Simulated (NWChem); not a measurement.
System: CF cation, singlet

Here is an NWChem input.

```
start job
memory heap 200 mb stack 900 mb global 1100 mb
charge 1
geometry units angstroms noautosym nocenter noautoz
  C      0.000000     0.000000    -0.697741
  F      0.000000     0.000000     0.471000
end
basis spherical
  C library cc-pvtz
  F library cc-pvtz
end
dft
  xc pbe0
  iterations 150
end
tddft
  cis
  ecut -23.0
  nroots 6
  notriplet
end
task tddft energy
```

Parts of the log:

```
             Northwest Computational Chemistry Package (NWChem) 7.3.0
             --------------------------------------------------------

                             Geometry "geometry" -> ""
                             -------------------------

 Output coordinates in angstroms (scale by  1.889725989 to convert to a.u.)

  No.       Tag          Charge          X              Y              Z
 ---- ---------------- ---------- -------------- -------------- --------------
    1 C                    6.0000     0.00000000     0.00000000    -0.69774100
    2 F                    9.0000     0.00000000     0.00000000     0.47100000

 Effective nuclear repulsion energy (a.u.)      24.4498750758

                                 NWChem DFT Module
                                 -----------------

 Summary of "ao basis" -> "ao basis" (spherical)
 ------------------------------------------------------------------------------
       Tag                 Description            Shells   Functions and Types
 ---------------- ------------------------------  ------  ---------------------
 C                          cc-pvtz                 10       30   4s3p2d1f
 F                          cc-pvtz                 10       30   4s3p2d1f

            General Information
            -------------------
          SCF calculation type: DFT
          Wavefunction type:  closed shell.
          No. of atoms     :     2
          No. of electrons :    14
           Alpha electrons :     7
            Beta electrons :     7
          Charge           :     1
          Spin multiplicity:     1
          Use of symmetry is: off; symmetry adaption is: off
          Maximum number of iterations: 150
          AO basis - number of functions:    60
                     number of shells:    20
          Convergence on energy requested:  1.00D-06
          Convergence on density requested:  1.00D-05
          Convergence on gradient requested:  5.00D-04

              XC Information
              --------------
                         PBE0 Method XC Functional
                     Hartree-Fock (Exact) Exchange  0.250
          PerdewBurkeErnzerhof Exchange Functional  0.750
            Perdew 1991 LDA Correlation Functional  1.000 local
           PerdewBurkeErnz. Correlation Functional  1.000 non-local

             Grid Information
             ----------------
          Grid used for XC integration:  medium
          Radial quadrature: Mura-Knowles
          Angular quadrature: Lebedev.
          Tag              B.-S. Rad. Rad. Pts. Rad. Cut. Ang. Pts.
          ---              ---------- --------- --------- ---------
          C                   0.70       49           5.0       434
          F                   0.50       49           6.0       434
          Grid pruning is: on
          Number of quadrature shells:    98
          Spatial weights used:  Erf1

      Superposition of Atomic Density Guess
      -------------------------------------

 Sum of atomic energies:        -137.08241293

 Renormalizing density from      15.00 to     14

      Non-variational initial energy
      ------------------------------

 Total energy =    -131.415825
 1-e energy   =    -221.921735
 2-e energy   =      66.056035
 HOMO         =      -0.904720
 LUMO         =      -0.478397

   convergence    iter        energy       DeltaE   RMS-Dens  Diis-err
 ---------------- ----- ----------------- --------- --------- ---------
 d= 0,ls=0.0,diis     1   -137.0922606134 -1.62D+02  2.33D-02  3.63D+00
 d= 0,ls=0.0,diis     2   -135.5450125719  1.55D+00  1.76D-02  2.18D+01
 d= 0,ls=0.0,diis     3   -137.3395058754 -1.79D+00  2.00D-03  4.85D-02
 d= 0,ls=0.0,diis     4   -137.3449441737 -5.44D-03  2.91D-04  1.90D-03
 d= 0,ls=0.0,diis     5   -137.3451403761 -1.96D-04  2.35D-05  3.42D-05
  Resetting Diis
 d= 0,ls=0.0,diis     6   -137.3451427094 -2.33D-06  3.92D-06  2.10D-07
 d= 0,ls=0.0,diis     7   -137.3451427317 -2.23D-08  2.12D-06  4.24D-08

[...]

                                NWChem TDDFT Module
                                -------------------

            General Information
            -------------------
           No. of orbitals :     120
            Alpha orbitals :      60
             Beta orbitals :      60
        Alpha frozen cores :       0
         Beta frozen cores :       0
     Alpha frozen virtuals :       0
      Beta frozen virtuals :       0
         Spin multiplicity :       1
    Number of AO functions :      60
        Use of symmetry is : off
      Symmetry adaption is : off
         Schwarz screening :  0.10D-07

              XC Information
              --------------
                  PBE0 Method XC Functional
              Hartree-Fock (Exact) Exchange   0.25
   PerdewBurkeErnzerhof Exchange Functional   0.75
     Perdew 1991 LDA Correlation Functional   1.00 local
    PerdewBurkeErnz. Correlation Functional   1.00 non-local

             TDDFT Information
             -----------------
          Calculation type : Tamm-Dancoff TDDFT
         Wavefunction type : Restricted singlets
          No. of electrons :      14
           Alpha electrons :       7
            Beta electrons :       7
              No. of roots :       6
          Max subspacesize :    5200
            Max iterations :     100
               Target root :       1
           Target symmetry : none
             Energy Cutoff :-0.23D+02
      Symmetry restriction : off
                 Algorithm : Optimal
        Davidson threshold :  0.10D-03

    6 smallest eigenvalue differences (eV)
--------------------------------------------------------
  No. Spin  Occ  Vir  Irrep   E(Occ)    E(Vir)   E(Diff)
--------------------------------------------------------
    1    1    1    8 a       -25.340    -0.464   676.920
    2    1    1    9 a       -25.340    -0.464   676.920
    3    1    1   10 a       -25.340    -0.142   685.681
    4    1    1   11 a       -25.340     0.015   689.953
    5    1    1   12 a       -25.340     0.015   689.953
    6    1    1   13 a       -25.340     0.032   690.423
--------------------------------------------------------

  Entering Davidson iterations
  Restricted singlet excited states

  Iter   NTrls   NConv    DeltaV     DeltaE      Time
  ----  ------  ------  ---------  ---------  ---------
    1      6       0     0.11E+00   0.10+100        5.4
    2     12       0     0.27E-01   0.12E-01        5.1
    3     18       2     0.20E-02   0.25E-03        5.1
    4     22       6     0.75E-04   0.55E-06        5.0
  ----  ------  ------  ---------  ---------  ---------
  Convergence criterion met

  Ground state a        -137.345142731670 a.u.

  ----------------------------------------------------------------------------
  Root   1 singlet a             24.749847591 a.u.              673.4779 eV
  ----------------------------------------------------------------------------
     Transition Moments    X -0.02327   Y  0.02795   Z -0.00000
     Dipole Oscillator Strength                    0.0218236032
     Electric Quadrupole                           0.0000925021
     Magnetic Dipole                               0.0001546856
     Total Oscillator Strength                     0.0220707908

     Occ.    1  a   ---  Virt.    8  a        0.99859
  ----------------------------------------------------------------------------
  Root   2 singlet a             24.749847591 a.u.              673.4779 eV
  ----------------------------------------------------------------------------
     Transition Moments    X -0.02795   Y -0.02327   Z -0.00000
     Dipole Oscillator Strength                    0.0218236032
     Electric Quadrupole                           0.0000925021
     Magnetic Dipole                               0.0001546856
     Total Oscillator Strength                     0.0220707908

     Occ.    1  a   ---  Virt.    9  a       -0.99859
  ----------------------------------------------------------------------------
  Root   3 singlet a             25.100159119 a.u.              683.0104 eV
  ----------------------------------------------------------------------------
     Transition Moments    X -0.00000   Y  0.00000   Z  0.02407
     Dipole Oscillator Strength                    0.0096914357
     Electric Quadrupole                           0.0000550078
     Magnetic Dipole                               0.0000000000
     Total Oscillator Strength                     0.0097464435

     Occ.    1  a   ---  Virt.   10  a       -0.98997
     Occ.    1  a   ---  Virt.   13  a        0.05892
     Occ.    1  a   ---  Virt.   14  a        0.12413
  ----------------------------------------------------------------------------
  Root   4 singlet a             25.271647278 a.u.              687.6768 eV
  ----------------------------------------------------------------------------
     Transition Moments    X -0.00000   Y  0.00000   Z  0.03937
     Dipole Oscillator Strength                    0.0261089853
     Electric Quadrupole                           0.0001422025
     Magnetic Dipole                               0.0000000000
     Total Oscillator Strength                     0.0262511878

     Occ.    1  a   ---  Virt.   10  a        0.11437
     Occ.    1  a   ---  Virt.   13  a        0.86087
     Occ.    1  a   ---  Virt.   14  a        0.49246
     Occ.    1  a   ---  Virt.   22  a        0.05203
  ----------------------------------------------------------------------------
  Root   5 singlet a             25.281650327 a.u.              687.9490 eV
  ----------------------------------------------------------------------------
     Transition Moments    X -0.00659   Y -0.00495   Z -0.00000
     Dipole Oscillator Strength                    0.0011446300
     Electric Quadrupole                           0.0000038581
     Magnetic Dipole                               0.0000083676
     Total Oscillator Strength                     0.0011568557

[...]
```

Level: PBE0/cc-pVTZ, restricted-window TDA. Low-valent species are run as closed-shell singlets; no triplet was tried in these runs. Structure relaxed at the B3LYP/6-31G* (spherical d) level. The quadrupole and magnetic terms of the printed total strengths depend on the origin.
